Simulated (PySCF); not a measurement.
Static response to an electric field

Compound: C₄H₅FO₂S.
Geometry (PBE0-D3(BJ)/def2-SVP, Å), atoms numbered from 1 in this order:
```xyz
13
C4H5FO2S angstrom
O     -0.3242    1.0997    1.9759
S     -0.5486    1.0823    0.5370
O     -1.2628    2.1589   -0.1322
C     -1.2477   -0.5420    0.0932
C     -0.0481   -1.3782   -0.2077
C      1.0849   -0.6976   -0.3942
F      2.2490   -1.2630   -0.6709
C      1.0577    0.7856   -0.2729
H     -1.8283   -0.8798    0.9650
H     -1.9239   -0.3919   -0.7635
H     -0.0920   -2.4670   -0.2678
H      1.0651    1.3114   -1.2399
H      1.8448    1.1846    0.3835
```

Level: PBE0/def2-SVPD (PySCF), static field, nuclei fixed, core orbitals frozen in the response. The polarisability tensor in these axes (au):

```
x   75.37 -0.21 -3.99
y   -0.21 74.71  2.45
z   -3.99  2.45 60.81
```

Q: What are the eigenvalues, a third of the trace, and Δα (Δα² = ½Σ(αi − αj)² over the three pairs)?

A: Principal values 59.43, 74.69 and 76.77 au; mean 70.30 au = 10.42 Å³ = 11.59 × 10⁻⁴⁰ C²·m²/J; Δα = 16.40 au (23 % of the mean).

Q: What is the dipole moment, and where does it point?

A: (0.48, -2.93, -2.11) D, 3.64 D in size, pointing from the negative to the positive side. Measured along this direction, the outermost atoms are O1 at the negative end and H11 at the positive end.

Q: Sum over states: ᾱ = Σ f/ω², ω in Eh. What share falls to these 6 lowest TDDFT singlets (eV, f)? 6.79, 0.0170; 6.91, 0.1206; 7.20, 0.0044; 7.36, 0.0015; 7.38, 0.0012; 7.64, 0.0019.

A: They add up to 2.27 au, 3.2 % of the 70.30 au; the largest single term is 1.87 au, from the state at 6.91 eV. Terms in order: 0.27, 1.87, 0.06, 0.02, 0.02, 0.02 au. Higher excitations give the rest. The strengths listed sum to 0.147.

Q: Find the Langevin capture rate constant for H3+ (3.023 u) meeting this molecule (135.999 u), k = 2.342 × 10⁻⁹ cm³/s × √(α in Å³ / reduced mass in u).

A: The reduced mass is 2.96 u, so k = 4.40 × 10⁻⁹ cm³/s. The formula leaves out the permanent dipole, which adds to the capture rate.

Q: What depolarisation ratio follows for Rayleigh scattering of linearly polarised light, taking the static tensor?

A: ρ = 3Δα²/(45ᾱ² + 4Δα²) = 806.6/(222372 + 1075.4) = 0.00361.

Q: What molar refraction does this α imply?

A: Lorentz–Lorenz: R = (4π/3)N_A α = 2.5225 cm³/(mol·Å³) × 10.42 Å³ = 26.3 cm³/mol, in the limit of long wavelengths.

Isolated species at its PBE0-D3(BJ)/def2-SVP geometry (one conformer only).
